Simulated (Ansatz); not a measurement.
GaPH₆⁺, that is Ga(PH3)H3 with one electron fewer. The state is a doublet with charge 1. Geometry PBE0-D4/def2-TZVP, that of the neutral singlet; atoms count from 1.

Cartesian coordinates in Å:
```
Ga -0.648 0.158 -1.288
P 0.481 -0.112 0.952
H 1.878 0.060 1.049
H 0.385 -1.353 1.615
H 0.100 0.720 2.024
H 0.203 -0.928 -2.050
H -0.300 1.680 -1.502
H -2.099 -0.225 -0.802
```

Estimate the Mulliken populations from the PBE0/def2-TZVP orbitals of Ansatz.


```
atom  charge (e)  spin (α − β)
 Ga1        0.28          0.19
  P2       -0.15          0.00
  H3        0.18          0.00
  H4        0.18          0.00
  H5        0.18          0.01
  H6        0.06          0.15
  H7        0.20          0.49
  H8        0.07          0.16
```
Mulliken values depend strongly on the basis.

Where does the spin sit?

Summed by element: Ga 0.19, P 0.00, H 0.81, of 1 unpaired in all. Largest on single atoms: H7 0.49, Ga1 0.19, H8 0.16.

And the Mayer bond orders between heavy atoms (over 0.3)?

Ga1–P2 0.60 (2.52 Å).
